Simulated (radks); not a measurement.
Results of a calculation; reference values are marked as such.
Q: Species: Cs28+. Configuration: [Ar] 3d9. Level of theory: Dirac Kohn-Sham, PBE, spin-unpolarised, spherical densities, finite nucleus; open shells are shared between the two j in proportion to 2j + 1; Fermi nuclear charge, rms radius 4.8041 fm (a radial shooting solver on a logarithmic mesh with Libxc functionals). Some entries of the table are withheld. Estimate them.

orbital  occ.  eigenvalue (eV)  <r> (bohr)  <r^2> (bohr^2)
1s1/2       2              (1)     0.02611       0.0009248
2s1/2       2        -6607.839      0.1114         0.01469
2p1/2       2        -6282.195         (2)         0.01081
2p3/2       4        -5927.803         (3)         0.01207
3s1/2       2        -2087.773      0.2914         0.09695
3p1/2       2        -1953.381      0.2803             (4)
3p3/2       4        -1881.164      0.2910             (5)
3d3/2     3.6        -1650.640      0.2595         0.07892
3d5/2     5.4        -1634.817      0.2628         0.08081

A: 
(1) 1s1/2 eigenvalue (eV): -36795.92
(2) 2p1/2 <r> (bohr): 0.09374
(3) 2p3/2 <r> (bohr): 0.09958
(4) 3p1/2 <r^2> (bohr^2): 0.09104
(5) 3p3/2 <r^2> (bohr^2): 0.09787
